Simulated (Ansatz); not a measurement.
Ligand exchange: C3H10OSi + CH8OSi2 → C2H10OSi2 + C2H8OSi

Gas-phase species: C3H10OSi `CO[SiH](C)C`, singlet; CH8OSi2 `C[SiH2]O[SiH3]`, singlet; C2H10OSi2 `CO[SiH](C)[SiH3]`, singlet; C2H8OSi `CO[SiH2]C`, singlet. The partners trade CH3 for SiH3: Si–CH3 and O–SiH3 bonds give way to Si–SiH3 and O–CH3.

Shapes, held fixed at every level: PBE0-D4/def2-TZVP. Flexible molecules stand in one conformer, not always the lowest. Programs: Ansatz 0.2.0. Electronic energies: no zero-point or thermal term.

```tsv
level	kind	ΔE (kJ/mol)	less CCSD(T)/CBS estimate
PBE-D4/def2-TZVPP	GGA	+185.8	-31.2
r2SCAN-D4/def2-TZVPP	meta-GGA	+210.4	-6.6
B3LYP-D4/def2-TZVPP	global hybrid	+207.9	-9.1
PBE0-D4/def2-TZVPP	global hybrid	+197.1	-19.9
MP2/def2-TZVPP	perturbation theory	+227.2	+10.2
CCSD(T)/def2-TZVPP	coupled cluster or CI	+213.5	-3.5
CCSD/def2-TZVPP	coupled cluster or CI	+216.8	-0.2
CCSD(T)/CBS estimate	coupled cluster or CI	+217.0	0.0
```

The highest level, CCSD(T)/CBS estimate, gives ΔE = +217.0 kJ/mol; the levels span +185.8 to +227.2. The column of differences is taken from that level and isn't an error. No measured value is set beside it here. The CBS estimate extrapolates MP2 from def2-TZVPP and def2-QZVPP and adds CCSD(T) − MP2 in the triple-zeta set, cores frozen.
